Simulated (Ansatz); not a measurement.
C$_{2}$H$_{6}$GaGeN, SMILES `[CH3][Ga]1[GeH2][C]1=N`. Charge 0, multiplicity 1.

```xyz
11

C    -1.230    0.920   -1.586
Ga   -0.296    0.078   -0.091
Ge    2.187   -0.525    0.562
C     0.361   -0.790    1.522
N    -0.075   -1.269    2.596
H    -1.776    1.798   -1.235
H    -1.945    0.218   -2.017
H    -0.513    1.222   -2.349
H     1.194   -0.965   -0.766
H     1.413    0.957    0.181
H     0.681   -1.644    3.183
```

Task: What are the harmonic wavenumbers in cm⁻¹ at PBE0-D4/def2-TZVP (Ansatz, finite differences of forces, unscaled)? (Estimate.)

Result: Computed: 44, 94, 102, 217, 228, 277, 419, 468, 556, 620, 698, 727, 843, 883, 926, 1015, 1209, 1218, 1442, 1443, 1461, 1530, 1733, 3061, 3155, 3164, 3342.

Task: Is this a minimum?

Result: Yes, all 27 modes are real.

Task: Give the ideal-gas thermochemistry at 298.15 K and 1 bar (rigid rotor, harmonic oscillator; point group Cs, symmetry number 1).

Result: Zero-point energy 184.7 kJ/mol; H(298) − E = 208.2 kJ/mol; entropy 383.5 J/(mol·K), of which translation 174.1, rotation 120.2, vibration 89.2; G(298) − E = 93.9 kJ/mol. Modes under 100 cm⁻¹ are hindered rotations or soft bends, so the harmonic entropy is rough.
